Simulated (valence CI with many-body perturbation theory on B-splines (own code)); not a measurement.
# Questions on Cr II

Level of theory: relativistic CI+MBPT: five valence electrons over a frozen Dirac-Fock core [Ar], radial functions for each j: 7 s, 7 p, 8 d, 6 f, 4 g, 1 h, with the one-electron correlation potential Σ1, the two-electron term Σ2, the three-electron term Σ3, Breit, model QED; selected CI, second order for the rest, scaled by the run's own slope (own B-spline code, finite nucleus).

Against 16 measured levels this calculation errs by 2052 cm⁻¹ on average and by 3342 at most. These come from a selection out of the NIST Handbook of Basic Atomic Spectroscopic Data. Levels without a partner in it may be off by more, other configurations by 1,000 to 4,000 cm⁻¹. Among the levels kept, up to 1900 cm⁻¹ of a level comes from second order outside the variational space, and about a tenth of that is noise between levels of different J, which matters for small intervals. Only levels of the ground parity were solved; by the run's estimate the other parity begins above the list, which can be wrong where configurations are misplaced.

Rates and lifetimes use the calculated energies. Strong lines usually hold to 10 to 20 %, long lifetimes can be off by a factor of two.

Q: What is the ground level?

A: 3d5 6S_5/2, composition 98 % 3d5 6S, g = 2.002.

Q: How well does LS coupling describe the low levels?

A: Among the lowest 20 levels the leading LS term, summed over configurations, holds 100 % on average. For single configurations the figures are 92 % in LS and 45 % in jj coupling. Terms hardly mix: every one of these levels is at least 95 % one term.

Q: What are the static dipole polarisabilities of the lowest levels?

A: 3d5 6S_5/2 13.0; 3d4 4s 6D_1/2 33.4; 3d4 4s 6D_3/2 34.0 (tensor 0.20); 3d4 4s 6D_5/2 34.2 (tensor 0.14) bohr³, of which the core gives 0.811.

Q: What is the ionisation energy?

A: 15.979 eV; NIST lists 16.4863 eV (measured).
